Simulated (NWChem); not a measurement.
All runs are NWChem calculations. System: ClTl, charge 0, spin multiplicity 1, at a geometry optimised with PBE0/def2-SVP with def2 effective core potentials on Tl. The structure started from a generated list of species. Level: CCSD(T)/def2-SVP with def2 effective core potentials on Tl, 9 core orbitals frozen.

Part of the output:

```
             Northwest Computational Chemistry Package (NWChem) 7.3.0
             --------------------------------------------------------

                                NWChem Input Module
                                -------------------

 Scaling coordinates for geometry "geometry" by  1.889725989
 (inverse scale =  0.529177249)

 Turning off AUTOSYM since
 SYMMETRY directive was detected!

                             Geometry "geometry" -> ""
                             -------------------------

 Output coordinates in angstroms (scale by  1.889725989 to convert to a.u.)

  No.       Tag          Charge          X              Y              Z
 ---- ---------------- ---------- -------------- -------------- --------------
    1 Tl                  81.0000     0.00000000     0.00000000    -0.43706000
    2 Cl                  17.0000     0.00000000     0.00000000     2.08246200

 Effective nuclear repulsion energy (a.u.)     289.2124267510

            Nuclear Dipole moment (a.u.)
            ----------------------------
        X                 Y               Z
 ---------------- ---------------- ----------------
     0.0000000000     0.0000000000    -0.0000113384

      Symmetry information
      --------------------

 Group name             C2v
 Group number             16
 Group order               4
 No. of unique centers     2

      Symmetry unique atoms

     1    2


 Summary of "ao basis" -> "" (spherical)
 ------------------------------------------------------------------------------
       Tag                 Description            Shells   Functions and Types
 ---------------- ------------------------------  ------  ---------------------
 *                          def2-svp                  on all atoms

 Summary of "ao basis" -> "ao basis" (spherical)
 ------------------------------------------------------------------------------
       Tag                 Description            Shells   Functions and Types
 ---------------- ------------------------------  ------  ---------------------
 Tl                         def2-svp                10       26   4s4p2d
 Cl                         def2-svp                 8       18   4s3p1d

                                 NWChem SCF Module
                                 -----------------

  ao basis        = "ao basis"
  functions       =    44
  atoms           =     2
  closed shells   =    19
  open shells     =     0
  charge          =   0.00
  wavefunction    = RHF
  use symmetry    = T
  symmetry adapt  = T

 Summary of "ao basis" -> "ao basis" (spherical)
 ------------------------------------------------------------------------------
       Tag                 Description            Shells   Functions and Types
 ---------------- ------------------------------  ------  ---------------------
 Tl                         def2-svp                10       26   4s4p2d
 Cl                         def2-svp                 8       18   4s3p1d

      Symmetry analysis of basis
      --------------------------

        a1         21
        a2          3
        b1         10
        b2         10

 Forming initial guess at       0.1s

      Superposition of Atomic Density Guess
      -------------------------------------

 Sum of atomic energies:        -654.56054890

      Non-variational initial energy
      ------------------------------

 Total energy =    -630.763067
 1-e energy   =   -1086.065162
 2-e energy   =     380.321096
 HOMO         =      -0.325287
 LUMO         =       0.006796

      Symmetry analysis of molecular orbitals - initial
      -------------------------------------------------

 !! scf_movecs_sym_adapt:   26 vectors were symmetry contaminated

  Symmetry fudging

 !! scf_movecs_sym_adapt:   22 vectors were symmetry contaminated

  Numbering of irreducible representations:

     1 a1          2 a2          3 b1          4 b2

  Orbital symmetries:

     1 a1          2 a1          3 a1          4 b1          5 b2
     6 a1          7 a1          8 b2          9 b1         10 a1
    11 a1         12 b1         13 b2         14 a1         15 a2
    16 a1         17 b2         18 b1         19 a1         20 b2
    21 b1         22 a1         23 a1         24 b1         25 b2
[...]
   convi  =  0.100E-05
   maxit  =    60
   mxvec  =     5
 memory            104846516
  Using  1 OpenMP thread(s) in CCSD
  IO offset    20.000000000000000
  IO error message >End of File
  file_read_ga: failing reading from ./mol.t2
  Failed reading restart vector from ./mol.t2
  Using MP2 initial guess vector

-------------------------------------------------------------------------
 iter     correlation     delta       rms       T2     Non-T2      Main
             energy      energy      error      ampl     ampl      Block
                                                time     time      time
-------------------------------------------------------------------------
   1     -0.2095784020 -2.096D-01  3.839D-02     1.05     0.00     0.98
   2     -0.2150875272 -5.509D-03  5.147D-02     0.92     0.00     0.87
   3     -0.2164061184 -1.319D-03  1.690D-02     0.90     0.00     0.85
   4     -0.2171863351 -7.802D-04  8.356D-03     1.07     0.00     1.01
   5     -0.2172993425 -1.130D-04  3.010D-03     1.21     0.00     1.15
   6     -0.2172865104  1.283D-05  6.649D-04     1.19     0.00     1.13
   7     -0.2172897770 -3.267D-06  1.084D-04     1.19     0.00     1.13
   8     -0.2172873377  2.439D-06  4.449D-05     1.19     0.00     1.13
   9     -0.2172893555 -2.018D-06  1.908D-05     1.18     0.00     1.13
  10     -0.2172897247 -3.692D-07  4.242D-06     1.18     0.00     1.12
  11     -0.2172899196 -1.949D-07  1.580D-06     1.18     0.00     1.13
  12     -0.2172899092  1.048D-08  2.500D-06     1.18     0.00     1.13
  13     -0.2172899013  7.819D-09  2.928D-07     1.18     0.00     1.13
                  *************converged*************
-------------------------------------------------------------------------

 -----------
 CCSD Energy
 -----------
 Reference energy:            -630.946174871042558
 CCSD corr. energy:             -0.217289901348278
 Total CCSD energy:           -631.163464772390853

 --------------------------------
 Spin Component Scaled (SCS) CCSD
 --------------------------------
 Same spin contribution:                 -0.049323935058269
 Same spin scaling factor:                1.130000000000000
 Opposite spin contribution:             -0.167965966290008
 Opposite spin scaling fact.:             1.270000000000000
 SCS-CCSD correlation energy:            -0.269052823804155
 Total SCS-CCSD energy:                -631.215227694846703
 memory            104846516

*********triples calculation*********

nkpass=    1; nvpass=    1; memdrv=          46150; memtrn=         509392; memavail=      104846252
 memory available/node                      104846252
 total number of virtual orbitals        25
 number of virtuals per integral pass    25
 number of integral evaluations           1
 number of occupied per triples pass     10
 number of triples passes                 1

 commencing integral evaluation        1 at          15.69
  symmetry use  T
task         2 out of       171 done   1%  at       0.1 secs
task         9 out of       171 done   5%  at       0.3 secs
task        18 out of       171 done  10%  at       0.6 secs
task        26 out of       171 done  15%  at       0.7 secs
task        35 out of       171 done  20%  at       0.8 secs
task        43 out of       171 done  25%  at       0.9 secs
task        52 out of       171 done  30%  at       1.0 secs
task        60 out of       171 done  35%  at       1.1 secs
task        69 out of       171 done  40%  at       1.2 secs
task        77 out of       171 done  45%  at       1.2 secs
task        86 out of       171 done  50%  at       1.3 secs
task        95 out of       171 done  55%  at       1.4 secs
task       103 out of       171 done  60%  at       1.4 secs
task       112 out of       171 done  65%  at       1.5 secs
task       120 out of       171 done  70%  at       1.5 secs
task       129 out of       171 done  75%  at       1.6 secs
task       137 out of       171 done  80%  at       1.6 secs
task       146 out of       171 done  85%  at       1.6 secs
task       154 out of       171 done  90%  at       1.7 secs
task       163 out of       171 done  95%  at       1.7 secs
task       171 out of       171 done 100%  at       1.8 secs
 commencing triples evaluation - blocking       1
 ccsd(t): done        1 out of       25 progress:    4.0%
 ccsd(t): done        2 out of       25 progress:    8.0%
 ccsd(t): done        3 out of       25 progress:   12.0%
 ccsd(t): done        4 out of       25 progress:   16.0%
 ccsd(t): done        5 out of       25 progress:   20.0%
 ccsd(t): done        6 out of       25 progress:   24.0%
 ccsd(t): done        7 out of       25 progress:   28.0%
 ccsd(t): done        8 out of       25 progress:   32.0%
 ccsd(t): done        9 out of       25 progress:   36.0%
 ccsd(t): done       10 out of       25 progress:   40.0%
 ccsd(t): done       11 out of       25 progress:   44.0%
 ccsd(t): done       12 out of       25 progress:   48.0%
 ccsd(t): done       13 out of       25 progress:   52.0%
 ccsd(t): done       14 out of       25 progress:   56.0%
 ccsd(t): done       15 out of       25 progress:   60.0%
 ccsd(t): done       16 out of       25 progress:   64.0%
 ccsd(t): done       17 out of       25 progress:   68.0%
 ccsd(t): done       18 out of       25 progress:   72.0%
 ccsd(t): done       19 out of       25 progress:   76.0%
 ccsd(t): done       20 out of       25 progress:   80.0%
 ccsd(t): done       21 out of       25 progress:   84.0%
 ccsd(t): done       22 out of       25 progress:   88.0%
 ccsd(t): done       23 out of       25 progress:   92.0%
 ccsd(t): done       24 out of       25 progress:   96.0%
 ccsd(t): done       25 out of       25 progress:  100.0%
 Time for integral evaluation pass     1        1.77
 Time for triples evaluation pass      1        0.59

 pseudo-e(mp4)  -0.61924315512675E-02
 pseudo-e(mp5)   0.37388166492360E-03
        e(t)    -0.58185498863439E-02

 --------------
 CCSD(T) Energy
 --------------
 Reference energy:                    -630.946174871042558

 CCSD corr. energy:                     -0.217289901348278
 T(CCSD) corr. energy:                  -0.006192431551267
 Total CCSD+T(CCSD) energy:           -631.169657203942052

 CCSD corr. energy:                     -0.217289901348278
 (T) corr. energy:                      -0.005818549886344
 Total CCSD(T) energy:                -631.169283322277124

 routine      calls  cpu(0)   cpu-min  cpu-ave  cpu-max   i/o
 aoccsd          1     0.01     0.01     0.01     0.01    0.00
 iterdrv         1     0.01     0.01     0.01     0.01    0.00
 pampt          13     0.06     0.06     0.06     0.06    0.00
 t2pm           13     0.12     0.12     0.12     0.12    0.00
 sxy            13     0.11     0.11     0.11     0.11    0.00
 ints       376519    11.80    11.80    11.80    11.80    0.00
 t2eri        2223     1.48     1.48     1.48     1.48    0.00
 idx2         2223     0.35     0.35     0.35     0.35    0.00
 idx34          13     0.04     0.04     0.04     0.04    0.00
 ht2pm          13     0.12     0.12     0.12     0.12    0.00
 itm            13     0.41     0.41     0.41     0.41    0.00
 pdiis          13     0.01     0.01     0.01     0.01    0.00
 triples         1     0.00     0.00     0.00     0.00    0.00
 rdtrpo          1     0.01     0.01     0.01     0.01    0.00
 trpmos          1     1.77     1.77     1.77     1.77    0.00
 trpdrv          1     0.09     0.09     0.09     0.09    0.00
 dovvv       27500     0.17     0.17     0.17     0.17    0.00
 doooo       27500     0.10     0.10     0.10     0.10    0.00
 tengy       25000     0.20     0.20     0.20     0.20    0.00
 Total                16.87    16.87    16.87    16.87    0.00

 Task  times  cpu:       18.6s     wall:       18.6s

 Total times  cpu:       18.6s     wall:       18.6s
```

### Question
Write an NWChem input that would produce this output.

### Answer
Several could match; the one computed here: 
```
start mol
memory heap 100 mb stack 700 mb global 1900 mb
geometry units angstroms nocenter noautoz
  Tl     0.000000     0.000000    -0.437060
  Cl     0.000000     0.000000     2.082462
  symmetry group C2v
end
basis spherical
  * library def2-svp
end
ecp
  Tl library def2-ecp
end
scf
  rhf
  nopen 0
  maxiter 100
  thresh 1e-7
  semidirect memsize 60000000 filesize 0
end
ccsd
  freeze core 9
  maxiter 60
end
task ccsd(t) energy
```
